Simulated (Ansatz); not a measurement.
Isolated molecules relaxed with PBE0-D4/def2-TZVP in Ansatz; ΔE leaves out vibrations. CCSD(T)/CBS adds triple-zeta CCSD(T) − MP2 to the extrapolated MP2 energy (def2 sets, frozen cores). This one scheme is used for every species. DFT in def2-TZVPP. B3LYP here is the variant with VWN-RPA as its local correlation; programs differ in this. HSE06 is defined as in plane-wave codes.

Consider the silylene formation by 1,1-elimination: `F[SiH](F)Cl` → F₂ + `[SiH]Cl`.

`F[SiH](F)Cl`:

Z-matrix (Å, degrees):
```
Si
F 1 1.577
Cl 1 2.018 2 109.0
F 1 1.577 2 107.6 3 118.1
H 1 1.465 2 109.8 3 -122.4
```

F₂:

```xyz
2

F     0.151    0.027    0.670
F    -0.151   -0.027   -0.670
```

`[SiH]Cl`:

```xyz
3

Si    0.625    0.510    0.175
Cl   -0.030   -0.847   -1.255
H    -0.595    0.337    1.080
```

| level | ΔE (kJ/mol) | difference from CCSD(T)/CBS |
| --- | --- | --- |
| PBE-D4 | 967.1 | -70.2 |
| revPBE-D4 | 952.4 | -84.9 |
| BLYP-D4 | 959.0 | -78.3 |
| B97M-V | 1010.7 | -26.6 |
| PBE0-D4 | 1013.5 | -23.8 |
| ωB97X-V | 1023.4 | -13.9 |
| B2PLYP | 1025.0 | -12.3 |
| r2SCAN | 1031.6 | -5.7 |
| B3LYP | 995.7 | -41.6 |
| r2SCAN0 | 1058.5 | 21.2 |
| HSE06 | 1008.9 | -28.4 |
| CCSD/def2-SVP | 972.3 | -65.0 |
| HF/def2-TZVPP | 1077.5 | 40.2 |
| HF/def2-QZVPP | 1085.4 | 48.1 |
| HF/CBS(def2) | 1086.4 | 49.1 |
| CCSD/CBS(def2) | 1047.7 | 10.4 |
| CCSD(T)/CBS | 1037.3 | 0 |

(1) What do rigid-rotor, harmonic-oscillator terms from PBE0-D4/def2-TZVP frequencies (298.15 K, 1 bar) make of the CCSD(T)/CBS value? (Estimate.)

Largest T1 diagnostic among the species: 0.013.

## Answers

(1) Computed: ΔZPE = -17.2 kJ/mol, ΔH = +1025.0 kJ/mol, ΔS = 154 J/(mol·K), ΔG = +979.1 kJ/mol.

Leaving LDA and LC-ωPBE aside and taking each functional with its dispersion term where it has one, the values, not all of them listed here, spread over 107.9 kJ/mol, from revPBE-D4 to PBE-QIDH. LDA lies +60.1 kJ/mol from PBE without D4. In def2-TZVPP, CCSD(T) changes the Hartree–Fock value by −60.0 kJ/mol (the triples alone add −10.4 kJ/mol) and MP2 by −6.4 kJ/mol.
